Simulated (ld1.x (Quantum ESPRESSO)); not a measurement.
**What one change does to a pseudopotential (ruthenium (Ru), PAW)**

ld1.x (Quantum ESPRESSO) 7.5 input, shortened:

```
&input
   title='Ru', zed=44., rel=1, dft='PBE', iswitch=3,
   config='[Kr] 4d7 5s0.75 5p0.25'
 /
 &inputp
   pseudotype=3, lpaw=.true., tm=.true., lloc=-2, rcloc=1.60,
   nlcc=.true., new_core_ps=.true., rcore=1.50,
   which_augfun='BESSEL', rmatch_augfun=1.20
 /
6
4S  1  0   2.00   0.00  1.35  1.50  0.0
5S  2  0   0.75   0.00  1.35  1.50  0.0
4P  2  1   6.00   0.00  1.70  2.20  0.0
5P  3  1   0.25   0.00  1.70  2.20  0.0
4D  3  2   7.00   0.00  1.10  1.45  0.0
4D  3  2   0.00  -0.05  1.10  1.45  0.0
 &test
   configts(1)='4s2 4p6 4d7 5s0.75 5p0.25'
 /
```

Change: waves 4s (bound): rcut 1.35, rcutus 1.66 bohr; 5s (bound): rcut 1.35, rcutus 1.66 bohr.

Cutoffs: the cutoffs (Ry, on a coarse ladder) from which the occupation-weighted sum of valence levels, in a spherical-Bessel basis at the reference potential, stays within 10 and 1 mRy of its value at 400 Ry; they do not see the model core or the augmentation charge, which bear on the density cutoff. Errors are all-electron minus pseudo energies relative to the spin-unpolarised reference configuration.

Task: What does the change do?

Result: The potential gets neither clearly harder nor softer (50 Ry and 90 Ry → 50 Ry and 90 Ry); of the 6 tests that both files solve, the error grows in 2 and shrinks in 1 by more than 15 % and 0.3 meV (median size 1.4 → 1.6 meV); neither file shows a bound ghost at the reference potential, the only one tested.

```csv
quantity,base,changed
"cutoff, loose",50 Ry,50 Ry
"cutoff, tight",90 Ry,90 Ry
bound ghosts,none,none
"tests counted (converged, no solver errors)",6 of 7,6 of 7
"error for 4s2 4p6 4d7 5s1 5p0, meV [ΔE -0.84 eV]",+0.4,+0.3
"error for 4s2 4p6 4d7 5s0 5p0, meV [ΔE 6.45 eV]",-1.4,-1.5
"error for 4s2 4p6 4d6 5s0 5p0, meV [ΔE 24.64 eV]",-1.4,-1.7
"error for 4s2 4p6 4d6 5s1 5p0, meV [ΔE 9.27 eV]",+0.7,+1.0
"error for 4s1 4p6 4d7 5s1 5p0, meV [ΔE 81.85 eV]",-25,-28
"error for 4s2 4p6 4d6 5s1 5p1, meV [ΔE 4.82 eV]",+19,+16
s: phases at 2.39 bohr within 0.05 rad from the reference energy up to (Ry; the scan ends near 5),to the end of the scan,to the end of the scan
p: phases at 2.39 bohr within 0.05 rad from the reference energy up to (Ry; the scan ends near 5),0.8,0.8
d: phases at 2.39 bohr within 0.05 rad from the reference energy up to (Ry; the scan ends near 5),to the end of the scan,to the end of the scan
lowest overlap eigenvalue by channel,"s 0.22, p 0.10, d 0.88","s 0.11, p 0.10, d 0.88"
```

Base: Tests not counted: 4s2 4p6 4d4 5s0 5p0 (solver errors, printed error -1446 eV). Changed file: Tests not counted: 4s2 4p6 4d4 5s0 5p0 (solver errors, printed error -1436 eV).
